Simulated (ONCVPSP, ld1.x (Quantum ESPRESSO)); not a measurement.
## Potentials for Zr (Z = 40) compared

Generated with ld1.x 7.5 (TM, RRKJ, ultrasoft, PAW), atompaw 4.2 or ONCVPSP 4.0.1. The cutoff is in Ry: for ld1.x and atompaw files where the sum of valence levels is converged to 10 mRy in a Bessel basis, for ONCV files where the hardest occupied wave has 1 mHa per electron of residual kinetic energy. The error is the largest all-electron minus pseudo excitation energy over each file’s own four to seven test configurations (ionisations up to +4, promotions, holes and added fractions of an electron), all of which were solved. The labels leave out finer settings (local radius, basis sizes, second energies), which also bear on the numbers. Spin-polarised tests are not counted. The rows are a selection from randomly drawn settings: files with unsolved tests, undetermined cutoffs or missed reference levels are left out.

```csv
potential,cutoff (Ry),largest error (meV),bound ghosts
"ONCV, PBE, non-relativistic, rc 1.85/1.85/2.50 (spd), local s, core correction no, reference 4s2 4p6 4d2, qcut 8.1/7.7/5.4, projectors 0/3/2",37,+490,none
"PAW, PW91, scalar-relativistic, rc 1.70/2.05/2.00 (spd), local smoothed, core correction yes, reference 4s2 4p6 4d1 5s0 5p0",21,-15,none
"ONCV, PBE, scalar-relativistic, rc 1.85/1.80/2.15 (spd), local smoothed, core correction yes, reference 4s2 4p6 4d2 5s2, qcut 7.7/7.4/6.1, projectors 2/3/3",40,-4.8,none
```

(1) Fill in the row for Zr: ONCV, PBE, scalar-relativistic, rc 2.95/2.05/2.80 (spd), local p, core correction yes, reference 4p6 4d2, qcut 2.2/8/6.8, projectors 1/0/2.

(2) Fill in the row for Zr: ONCV, PBE, scalar-relativistic, rc 2.25/2.00/2.15 (spd), local smoothed, core correction yes, reference 4s2 4p6 4d3 5s1, qcut 5.6/7.8/5, projectors 2/3/1.

Results:

(1) cutoff 24 Ry, largest error +97 meV, bound ghosts: none.

(2) cutoff 23 Ry, largest error -25 meV, bound ghosts: none.
